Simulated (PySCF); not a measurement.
PySCF input (TPSSh/def2-TZVPD):

```python
from pyscf import gto, scf, dft

mol = gto.M(
    atom='''
    F     1.61414177   -0.75939650   -0.00912198
    C     0.70663291    0.38027081   -0.03316302
    C    -0.52663378   -0.12917789    0.01840335
    F    -1.63954444    0.72176293    0.01129491
    H    -0.85137075   -1.16785533    0.06900167
    ''',
    basis='def2-tzvpd',
    charge=-1,
    spin=0,
    verbose=4,
)

mf = dft.RKS(mol, xc='tpssh').density_fit(auxbasis='def2-universal-jkfit')
mf.grids.level = 3
mf.conv_tol = 1e-9
mf.max_cycle = 100
mf.max_memory = 1500
mf.kernel()
if not mf.converged:
    mf = mf.newton()
    mf.kernel(mf.make_rdm1())
mf.analyze()
```

Output:

```
PySCF version 2.14.0

[INPUT] verbose = 4
[INPUT] num. atoms = 5
[INPUT] num. electrons = 32
[INPUT] charge = -1
[INPUT] spin (= nelec alpha-beta = 2S) = 0
[INPUT] symmetry False subgroup None
[INPUT] Mole.unit = angstrom
[INPUT] Symbol           X                Y                Z      unit          X                Y                Z       unit  Magmom
[INPUT]  1 F      1.614141770000  -0.759396500000  -0.009121980000 AA    3.050285871521  -1.435051404953  -0.017238043914 Bohr   0.0
[INPUT]  2 C      0.706632910000   0.380270810000  -0.033163020000 AA    1.335342670504   0.718607684067  -0.062669025263 Bohr   0.0
[INPUT]  3 C     -0.526633780000  -0.129177890000   0.018403350000 AA   -0.995193612144  -0.244110833449   0.034777291275 Bohr   0.0
[INPUT]  4 F     -1.639544440000   0.721762930000   0.011294910000 AA   -3.098289960653   1.363934264564   0.021344286502 Bohr   0.0
[INPUT]  5 H     -0.851370750000  -1.167855330000   0.069001670000 AA   -1.608857547966  -2.206926726814   0.130394258438 Bohr   0.0

nuclear repulsion = 99.7077831154254
number of shells = 59
number of NR pGTOs = 225
number of NR cGTOs = 163
basis = def2-tzvpd
ecp = {}

******** <class 'pyscf.df.df_jk.DFRKS'> ********
method = DFRKS
initial guess = minao
damping factor = 0
level_shift factor = 0
DIIS = <class 'pyscf.scf.diis.CDIIS'>
diis_start_cycle = 1
diis_space = 8
diis_damp = 0
SCF conv_tol = 1e-09
SCF conv_tol_grad = None
SCF max_cycles = 100
direct_scf = False
XC library pyscf.dft.libxc version 7.1.2
    S. Lehtola, C. Steigemann, M. J. T. Oliveira, and M. A. L. Marques,  SoftwareX 7, 1–5 (2018)
XC functionals = tpssh
    V. N. Staroverov, G. E. Scuseria, J. Tao, and J. P. Perdew,  J. Chem. Phys. 119, 12129 (2003)
radial grids:
    Treutler-Ahlrichs [JCP 102, 346 (1995); DOI:10.1063/1.469408] (M4) radial grids

becke partition: Becke, JCP 88, 2547 (1988); DOI:10.1063/1.454033
pruning grids: <function nwchem_prune>
grids dens level: 3
symmetrized grids: False
atomic radii adjust function: <function treutler_atomic_radii_adjust>
small_rho_cutoff = 0
Set gradient conv threshold to 3.16228e-05
Initial guess from minao.
tot grids = 66568
******** <class 'pyscf.df.df.DF'> ********
auxbasis = def2-universal-jkfit
init E= -276.733946943991
  HOMO = -0.260202961724375  LUMO = -0.0411033626709874  gap/eV = 5.96200
cycle= 1 E= -276.461608270602  delta_E= 0.272  |g|= 0.659  |ddm|= 2.03
  HOMO = 0.109396276709525  LUMO = 0.171275425059978  gap/eV = 1.68382
cycle= 2 E= -276.282105466772  delta_E= 0.18  |g|=  1.2  |ddm|= 7.25
  HOMO = 0.0132634968298974  LUMO = 0.166483192313035  gap/eV = 4.16932
[...]
cycle= 10 E= -276.547547988048  delta_E= -6.36e-10  |g|= 1.16e-05  |ddm|= 0.000206
  HOMO = 0.0121823968324119  LUMO = 0.16214499108437  gap/eV = 4.08069
Extra cycle  E= -276.547547988014  delta_E= 3.47e-11  |g|= 1.99e-05  |ddm|= 5.55e-05
converged SCF energy = -276.547547988014
**** SCF Summaries ****
Total Energy =                        -276.547547988013775
Nuclear Repulsion Energy =              99.707783115425372
One-electron Energy =                 -587.337612461281765
Two-electron Energy =                  211.082281357842589
Two-electron Coulomb Energy =          243.368856052944778
DFT Exchange-Correlation Energy =      -32.286574695102175
HOMO-LUMO gap [eV] =                     4.080690040750675
**** MO energy ****
MO #1   energy= -24.3969176322594  occ= 2
MO #2   energy= -24.3622032100732  occ= 2
MO #3   energy= -9.9481419284325   occ= 2
MO #4   energy= -9.91876926246966  occ= 2
MO #5   energy= -0.970420863448066 occ= 2
MO #6   energy= -0.924312318310072 occ= 2
MO #7   energy= -0.499574878076622 occ= 2
MO #8   energy= -0.345878604021134 occ= 2
MO #9   energy= -0.279779494296122 occ= 2
MO #10  energy= -0.24167903915206  occ= 2
MO #11  energy= -0.220623261979887 occ= 2
MO #12  energy= -0.177869673499549 occ= 2
MO #13  energy= -0.161973998496647 occ= 2
MO #14  energy= -0.157307335504496 occ= 2
MO #15  energy= -0.00686863274677574 occ= 2
MO #16  energy= 0.0121823968324119 occ= 2
MO #17  energy= 0.16214499108437   occ= 0
MO #18  energy= 0.180558738239845  occ= 0
MO #19  energy= 0.194396742307914  occ= 0
MO #20  energy= 0.223271544965342  occ= 0
MO #21  energy= 0.230456354052622  occ= 0
MO #22  energy= 0.236194427971821  occ= 0
MO #23  energy= 0.243497649434057  occ= 0
MO #24  energy= 0.253340834396973  occ= 0
MO #25  energy= 0.270880662147353  occ= 0
MO #26  energy= 0.275108162851915  occ= 0
MO #27  energy= 0.29386642751788   occ= 0
MO #28  energy= 0.353252359631774  occ= 0
MO #29  energy= 0.362123114795176  occ= 0
MO #30  energy= 0.379655240009189  occ= 0
MO #31  energy= 0.390355443918632  occ= 0
MO #32  energy= 0.412929200570081  occ= 0
MO #33  energy= 0.417232967320987  occ= 0
MO #34  energy= 0.43864788499706   occ= 0
MO #35  energy= 0.458201396176707  occ= 0
MO #36  energy= 0.469756363436129  occ= 0
MO #37  energy= 0.484921045173603  occ= 0
MO #38  energy= 0.499249512605026  occ= 0
MO #39  energy= 0.514616412994495  occ= 0
MO #40  energy= 0.53785722937851   occ= 0
MO #41  energy= 0.558572786898627  occ= 0
MO #42  energy= 0.567975232621622  occ= 0
MO #43  energy= 0.570679519670395  occ= 0
MO #44  energy= 0.589585521423319  occ= 0
MO #45  energy= 0.605135262634188  occ= 0
MO #46  energy= 0.607893514743755  occ= 0
MO #47  energy= 0.642750772174146  occ= 0
MO #48  energy= 0.681096799251779  occ= 0
MO #49  energy= 0.688981185074728  occ= 0
MO #50  energy= 0.74618276441035   occ= 0
MO #51  energy= 0.758517046245707  occ= 0
MO #52  energy= 0.758522467823045  occ= 0
MO #53  energy= 0.791379389445297  occ= 0
MO #54  energy= 0.799272008281773  occ= 0
MO #55  energy= 0.839329740584486  occ= 0
MO #56  energy= 0.841115837232473  occ= 0
MO #57  energy= 0.84626645252975   occ= 0
MO #58  energy= 0.865236100258273  occ= 0
MO #59  energy= 0.871333251711711  occ= 0
MO #60  energy= 0.91139248994717   occ= 0
MO #61  energy= 0.931249300804548  occ= 0
MO #62  energy= 0.967219082144819  occ= 0
MO #63  energy= 0.997778395095597  occ= 0
MO #64  energy= 1.02961742731506   occ= 0
MO #65  energy= 1.05209591129338   occ= 0
MO #66  energy= 1.11257473013735   occ= 0
MO #67  energy= 1.11899367331892   occ= 0
MO #68  energy= 1.18690078069704   occ= 0
MO #69  energy= 1.20587632568055   occ= 0
MO #70  energy= 1.24220748819477   occ= 0
MO #71  energy= 1.30812249788101   occ= 0
MO #72  energy= 1.30867945019995   occ= 0
MO #73  energy= 1.3216675855134    occ= 0
MO #74  energy= 1.3498033796328    occ= 0
MO #75  energy= 1.42393525336874   occ= 0
MO #76  energy= 1.42900281415202   occ= 0
MO #77  energy= 1.43781625274456   occ= 0
MO #78  energy= 1.48812468555972   occ= 0
MO #79  energy= 1.5795917550167    occ= 0
MO #80  energy= 1.61336759316022   occ= 0
MO #81  energy= 1.67567902784361   occ= 0
MO #82  energy= 1.75781677000011   occ= 0
MO #83  energy= 1.92326591389125   occ= 0
MO #84  energy= 1.98138686834182   occ= 0
MO #85  energy= 2.01526960522084   occ= 0
MO #86  energy= 2.09271116136372   occ= 0
MO #87  energy= 2.12566930967588   occ= 0
MO #88  energy= 2.23545209975252   occ= 0
MO #89  energy= 2.34498311735558   occ= 0
MO #90  energy= 2.38281991473306   occ= 0
MO #91  energy= 2.38380269243673   occ= 0
MO #92  energy= 2.43577317520615   occ= 0
MO #93  energy= 2.44031459775796   occ= 0
MO #94  energy= 2.48286258334319   occ= 0
MO #95  energy= 2.53194855386941   occ= 0
MO #96  energy= 2.5359482491614    occ= 0
MO #97  energy= 2.54529054029      occ= 0
MO #98  energy= 2.58831882354994   occ= 0
MO #99  energy= 2.74376387540693   occ= 0
MO #100 energy= 2.84756544190339   occ= 0
MO #101 energy= 2.85319102307702   occ= 0
MO #102 energy= 2.92342078090994   occ= 0
MO #103 energy= 3.00449077945629   occ= 0
MO #104 energy= 3.05879978257486   occ= 0
MO #105 energy= 3.07364820703587   occ= 0
MO #106 energy= 3.16700719449376   occ= 0
MO #107 energy= 3.22717055262674   occ= 0
[...]
```

It need not be the lowest isomer of its formula. Whether it binds its extra electron was not tested at this geometry.
